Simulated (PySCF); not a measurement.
Orbital levels and atomic charges: C20H8F6

System: C20H8F6 (bowl and non-alternant core), SMILES FC(F)(F)c1ccc2c3ccc4c5ccc(C(F)(F)F)cc5c4c3c2c1.

Cartesian coordinates (Å):
```
  1 F     5.728    1.352   -2.716
  2 C     4.668    1.838   -2.051
  3 F     5.148    2.811   -1.249
  4 F     3.896    2.452   -2.960
  5 C     3.932    0.785   -1.271
  6 C     4.655   -0.262   -0.724
  7 C     4.043   -1.259    0.051
  8 C     2.696   -1.122    0.229
  9 C     1.457   -1.680    0.827
 10 C     0.918   -2.675    1.571
 11 C    -0.496   -2.639    1.804
 12 C    -1.195   -1.612    1.265
 13 C    -2.528   -0.980    1.106
 14 C    -3.861   -1.028    1.402
 15 C    -4.635    0.018    0.878
 16 C    -4.076    1.031    0.116
 17 C    -4.981    2.091   -0.446
 18 F    -5.509    1.722   -1.632
 19 F    -4.353    3.255   -0.665
 20 F    -6.024    2.365    0.353
 21 C    -2.701    1.089   -0.191
 22 C    -1.961    0.066    0.323
 23 C    -0.617   -0.543    0.465
 24 C     0.706   -0.577    0.247
 25 C     1.959   -0.042   -0.337
 26 C     2.541    0.932   -1.093
 27 H     5.718   -0.315   -0.907
 28 H     4.623   -2.068    0.465
 29 H     1.505   -3.478    1.989
 30 H    -0.957   -3.417    2.392
 31 H    -4.315   -1.804    1.996
 32 H    -5.696    0.041    1.078
 33 H    -2.296    1.897   -0.780
 34 H     2.008    1.756   -1.539
```

Method: BHandHLYP/def2-SVP, gas phase, PySCF, fitting set def2-universal-JFIT up to Ne and JKFIT beyond, grid level 1.

Q: Give the orbital energies near the gap.

A: 
```json
{"orbital": "HOMO-4", "eV": "-9.88"}
{"orbital": "HOMO-3", "eV": "-9.17"}
{"orbital": "HOMO-2", "eV": "-9.01"}
{"orbital": "HOMO-1", "eV": "-7.53"}
{"orbital": "HOMO", "eV": "-7.04"}
{"orbital": "LUMO", "eV": "-1.43"}
{"orbital": "LUMO+1", "eV": "-1.16"}
{"orbital": "LUMO+2", "eV": "-0.05"}
{"orbital": "LUMO+3", "eV": "0.60"}
```

Q: Give the partial charges of the non-hydrogen atoms.

A: 
| atom | Mulliken | IAO | Hirshfeld |
| --- | --- | --- | --- |
| F1 | -0.22 | -0.30 | -0.10 |
| C2 | 0.72 | 0.85 | 0.28 |
| F3 | -0.23 | -0.31 | -0.12 |
| F4 | -0.22 | -0.30 | -0.10 |
| C5 | -0.19 | -0.06 | -0.03 |
| C6 | 0.02 | -0.12 | -0.04 |
| C7 | -0.08 | -0.15 | -0.04 |
| C8 | 0.11 | 0.02 | 0.01 |
| C9 | 0.10 | 0.01 | 0.00 |
| C10 | -0.10 | -0.15 | -0.05 |
| C11 | -0.10 | -0.15 | -0.05 |
| C12 | 0.10 | 0.01 | 0.00 |
| C13 | 0.11 | 0.02 | 0.01 |
| C14 | -0.08 | -0.15 | -0.04 |
| C15 | 0.02 | -0.12 | -0.04 |
| C16 | -0.19 | -0.06 | -0.03 |
| C17 | 0.72 | 0.85 | 0.28 |
| F18 | -0.23 | -0.31 | -0.12 |
| F19 | -0.22 | -0.30 | -0.10 |
| F20 | -0.22 | -0.30 | -0.10 |
| C21 | -0.06 | -0.14 | -0.05 |
| C22 | 0.07 | 0.01 | 0.01 |
| C23 | 0.03 | -0.01 | 0.00 |
| C24 | 0.03 | -0.01 | 0.00 |
| C25 | 0.07 | 0.01 | 0.01 |
| C26 | -0.06 | -0.14 | -0.05 |
